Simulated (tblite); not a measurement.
C₆H₈ClO₂ (doublet state).
SMILES with atom numbers: `[CH2:1]/[C:2]([O:3][CH:4]=[O:5])=[C:6](/[CH3:7])[CH2:8][Cl:9]` (hydrogens: H10, H11 on C1; H12 on C4; H13, H14, H15 on C7; H16, H17 on C8)

Geometry (GFN2-xTB, Å), atoms numbered from 1 in this order:
```xyz
17
C6H8ClO2 angstrom
C      1.2584   -1.7200    0.1798
C      0.7247   -0.4710    0.2866
O      1.5891    0.5067    0.8253
C      1.9116    1.5476    0.0772
O      1.5466    1.7869   -1.0344
C     -0.5796   -0.0833   -0.0444
C     -1.1240    1.2532    0.3167
C     -1.4919   -1.0267   -0.7149
Cl    -2.2978   -2.0972    0.5303
H      2.2801   -1.8910    0.4616
H      0.6727   -2.5612   -0.1322
H      2.6026    2.1846    0.6573
H     -0.6082    1.6792    1.1755
H     -2.1862    1.1749    0.5412
H     -1.0081    1.9473   -0.5207
H     -0.9892   -1.7068   -1.3979
H     -2.3076   -0.5112   -1.2169
```

All values are computed: GFN2-xTB (tblite) harmonic vibrations without scaling, gas phase. The method is semi-empirical: single wavenumbers can be off by several per cent or more. One conformer, not necessarily the lowest. Open shells enter through the occupations alone, without spin polarisation, and single modes of such species can be off by tens of per cent.

Harmonic wavenumbers (cm⁻¹): 44.1, 58.9, 68.1, 136.7, 155.4, 172.2, 226.0, 298.9, 362.0, 377.4, 430.8, 518.1, 549.3, 574.3, 629.1, 738.0, 768.8, 803.7, 883.5, 908.6, 937.3, 993.5, 1000.3, 1072.1, 1135.8, 1156.3, 1188.1, 1266.3, 1322.7, 1357.3, 1385.8, 1414.0, 1434.8, 1460.9, 1470.1, 1486.7, 1789.2, 2817.8, 2951.6, 3002.3, 3009.1, 3023.3, 3028.3, 3145.3, 3189.5.

A = 2789, B = 795.7, C = 694.0 MHz; mass 147.021 u (most abundant isotopes); point group C1, symmetry number 1; spin multiplicity 2.

Question: Zero-point energy?

Answer: Half the sum of the wavenumbers: 27371 cm⁻¹ = 78.26 kcal/mol.

Question: Give the ideal-gas entropy at 200 K and 1 bar in the rigid-rotor, harmonic-oscillator model (classical rotation).

Answer: Translation 38.91, rotation 28.53, vibration 21.55, spin (R ln 2) 1.38: S = 90.4 cal/(mol K).

Question: And Cp and H(200 K) − H(0)?

Answer: Cp = 29.22 cal/(mol K), of which vibrations give 21.27 (their classical limit is 45 R = 89.4); H(200 K) − H(0) = 3.85 kcal/mol without the zero-point energy, 2.26 from vibrations.

Question: Which modes carry the vibrational entropy at 200 K?

Answer: 44.1 cm⁻¹: 4.28; 58.9 cm⁻¹: 3.71; 68.1 cm⁻¹: 3.42; 136.7 cm⁻¹: 2.10; 155.4 cm⁻¹: 1.87; 172.2 cm⁻¹: 1.68 cal/(mol K); the other 39 give 4.49 together.

Question: What must be added to the electronic energy to get the Gibbs energy at 200 K and 1 bar?

Answer: ZPE + [H(200 K) − H(0)] − T·S = 78.26 + 3.85 − 18.07 = 64.04 kcal/mol.

Hindered rotation and anharmonicity are outside this model. Other conformers, if any are populated, would add a mixing term that is left out. The structure is chiral; the term R ln 2 for an equal mix with its mirror image is left out.
